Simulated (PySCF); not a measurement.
**Ionisation energy of Se²³⁺ by level of theory**

Se²³⁺ [Ne] 3s1 (2S) → Se²⁴⁺ [Ne] (1S), as a difference of total energies. All numbers are calculated (PySCF 2.14, the spin-free X2C one-electron Hamiltonian (Gaussian nucleus), in an even-tempered Gaussian basis (18 s from 2.5 bohr⁻², ratio 2.5; 11 p from 3.2 bohr⁻², ratio 2.5; 5 d from 12 bohr⁻², ratio 2.7; 4 f from 19 bohr⁻², ratio 2.7)). Correlated levels: outer shells: 1s2 frozen; virtual orbitals above 40 to 60 times the deepest correlated orbital energy dropped. The calculations carry no spin-orbit coupling.

```tsv
method	ionisation energy (eV)
UHF	1035.6
MP2 (outer shells)	1036.2
SCS-MP2 (outer shells)	1036.1
CCSD (outer shells)	1036.3
CCSD(T) (outer shells)	1036.3
```

Breit and QED terms and the two-electron picture change are absent.

For comparison: 1036.4 eV (semi-empirical (NIST evaluation); NIST Atomic Spectra Database, ionization energies).
